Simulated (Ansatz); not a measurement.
Other settings, tried on BMe2(NH2) (C2H8BN).

```yaml
crystal:
  periodic: [false, false, false]
  atoms:
    - {symbol: B, position_ang: [-0.098473, -0.169111, 0.000962]}
    - {symbol: C, position_ang: [1.485248, -0.179933, 0.007194]}
    - {symbol: H, position_ang: [1.932458, -1.186989, -0.006384]}
    - {symbol: H, position_ang: [1.866529, 0.345234, 0.900635]}
    - {symbol: H, position_ang: [1.881073, 0.378083, -0.859069]}
    - {symbol: C, position_ang: [-0.891223, 1.201656, -0.024447]}
    - {symbol: H, position_ang: [-1.987623, 1.092552, -0.006937]}
    - {symbol: H, position_ang: [-0.624285, 1.781278, -0.925553]}
    - {symbol: H, position_ang: [-0.600227, 1.832419, 0.833688]}
    - {symbol: N, position_ang: [-0.802138, -1.379189, 0.021692]}
    - {symbol: H, position_ang: [-0.348943, -2.283588, 0.033561]}
    - {symbol: H, position_ang: [-1.812395, -1.432411, 0.024656]}
basis:
  gaussian: {orbitals: 6-31G}
hamiltonian: {xc: {name: B97M-V}}
scf: {lower_state_search: off}
```

```sh
$ ansatz run in.yaml --threads 4 --pin off --events-out ev --progress --plain --max-ram 3916MiB
```

Output, abridged:

```
Functional definition: B97M-V
768 factors; integrals over basis functions are off by at most 1.8e-4 eV
mean field evaluation 1: about -4361.5971 eV, gradient 6.7e1 eV
mean field evaluation 2: about -4353.8760 eV, gradient 8.4e1 eV
mean field evaluation 4: about -4371.7124 eV, gradient 3.2e0 eV
mean field evaluation 8: about -4371.7172 eV, gradient 5.2e-2 eV
mean field evaluation 16: about -4371.7172 eV, gradient 9.7e-7 eV
mean field -4371.71724378 eV, -160.6576454525 hartree, gradient 9.7e-7 eV, S^2 0.000000; 0 other end points of the search recorded, 0 dependent functions left out
reference -4371.71728073 eV, -160.6576468106 hartree; 16, 16 occupied and 36, 36 virtual orbitals, 768 factors
Total energy: -4371.71728073 eV, -160.6576468106 hartree
Checks for a lower state left out: stability, starts, cluster_reference, orbital_swaps, neighbouring_geometries, increment
```

It took 1.5 s on 4 threads of Arm Neoverse V1 on a shared host.
